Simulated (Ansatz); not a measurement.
`[SH][Al]([Cl])[Cl]` + H–F → `[F][Al]([Cl])[Cl]` + H₂S at 298.15 K and 1 bar (ligand exchange at the Al–S bond).

Isolated molecules relaxed with PBE0-D4/def2-TZVP in Ansatz; ΔE leaves out vibrations. CBS: MP2 limit from def2 TZ/QZ plus the TZ coupled-cluster correction, frozen cores. This one scheme is used for every species. One conformer a species, not always the lowest.

```csv
species,CCSD(T)/CBS energy (Eh),H − E (kJ/mol),S (J/(mol·K))
`[SH][Al]([Cl])[Cl]`,-1560.13922,52.2,338.6
H–F,-100.39570,33.5,173.6
`[F][Al]([Cl])[Cl]`,-1261.58534,30.9,310.8
H₂S,-398.97279,49.9,205.7
```

H − E and S are ideal-gas, rigid-rotor, harmonic terms from PBE0-D4/def2-TZVP, for one conformer and one mirror image of each species. 1 Eh = 2625.50 kJ/mol, R = 8.31446 J/(mol·K).

Q: By hand: ΔE, ΔH, ΔS and ΔG.

A: ΔE = (-1261.58534) + (-398.97279) − (-1560.13922) − (-100.39570) = -0.02321 Eh = -60.9 kJ/mol. Δ(H − E) = 30.9 + 49.9 − 52.2 − 33.5 = -4.9, so ΔH = -65.8 kJ/mol. ΔS = 310.8 + 205.7 − 338.6 − 173.6 = 4.3 J/(mol·K). ΔG = -65.8 − 298.15 × (4.3)/1000 = -67.1 kJ/mol.

Q: By hand: the equilibrium constant, and the temperature at which ΔG would vanish if ΔH and ΔS stayed fixed.

A: log₁₀ K = −ΔG/(RT ln 10) = 11.8. ΔH and −TΔS have one sign here, so there is no such temperature.

The number of gas molecules stays the same, so ΔS is small and ΔH decides. A doubt of 5 kJ/mol in ΔE shifts log₁₀ K by 0.9 here. Other conformers and mirror images would add mixing entropy, several J/(mol·K) or more a flexible species. These are equilibria of isolated gas molecules and say nothing of rates. Largest T1 diagnostic: 0.010 (customary marks: 0.02 for closed shells, 0.045 for open ones).

ΔS is within the doubt of such terms, so its sign, and with it that verdict, could turn.
